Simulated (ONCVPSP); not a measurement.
## caesium: ONCV pseudisation with PBE, scalar-relativistic reference atom.

ONCVPSP 4.0.1 input, shortened (lines: element, Z, core and valence counts, functional; n l f; lmax; l rc ep ncon nbas qcut; lloc lpopt rc5 dvloc0; l nproj debl; icmod fcfact rcfact), PBE, scalar-relativistic:

```
  Cs 55.00   11    1        4      upf
    1    0    2.00
    2    0    2.00
    2    1    6.00
    3    0    2.00
    3    1    6.00
    3    2   10.00
    4    0    2.00
    4    1    6.00
    4    2   10.00
    5    0    2.00
    5    1    6.00
    6    0    1.00
    2
    0    3.30    0.00    4    8    2.00
    1    3.20    0.04    3    6    2.90
    2    2.55    0.47    4    7    3.50
    2    5    2.55    0.00
    0    2    1.60
    1    2    3.90
    2    0    2.30
    3    3.50    1.60
```

All-electron outer shells of the reference configuration (PBE, scalar-relativistic, ld1.x):

| shell | level (eV) | outermost node (bohr) | outermost maximum (bohr) |
| --- | --- | --- | --- |
| 6s | -2.09 | 2.11 | 4.80 |

Does the generator finish with these settings?

No. ONCVPSP 4.0.1 stopped with "optimize: ERROR ps0norm > uunorm, code will stop": the continuity conditions at rc already need more norm inside rc than the all-electron wave has, so norm conservation cannot be met. It happened in the s channel.
